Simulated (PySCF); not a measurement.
Molecule: `CC[C@H](C)OC(F)F`, C$_{5}$H$_{10}$F$_{2}$O.

Cartesian coordinates in Å; atom numbers follow the order of the lines, from 1:
```xyz
18

C     1.9993    1.0334    0.1346
C     1.3424   -0.2084   -0.4553
C    -0.0658   -0.4318    0.0964
C    -0.6736   -1.7393   -0.4019
O    -0.8610    0.6888   -0.3293
C    -1.9140    1.0037    0.4282
F    -2.2419    2.2877    0.2072
F    -3.0313    0.2860    0.1036
H     1.4041    1.9133   -0.0934
H     2.0894    0.9446    1.2153
H     2.9933    1.1688   -0.2833
H     1.2701   -0.1041   -1.5378
H     1.9413   -1.0923   -0.2323
H    -0.0352   -0.4310    1.1978
H    -0.0719   -2.5785   -0.0643
H    -1.6870   -1.8617   -0.0281
H    -0.7056   -1.7367   -1.4883
H    -1.7613    0.8636    1.5191
```

Geometry GFN2-xTB throughout; GIAO in PySCF 2.14, gas phase, one conformer, non-relativistic; equivalent atoms averaged; basis pcSseg-1.

A run gave: C2 150.0, C4 160.4, O5 182.6, F8 236.0, F7 247.5, H14 28.03, H12 29.95, H13 30.16, H15/H16/H17 30.22 ppm (absolute shieldings σ).

Which functional was used in that run?
A. OLYP
B. PBE0
C. KT2
D. BLYP

## Answers

C. C2 tells them apart best: KT2 gives 150.0, OLYP gives 147.4, BLYP gives 140.3, PBE0 gives 152.3 ppm.
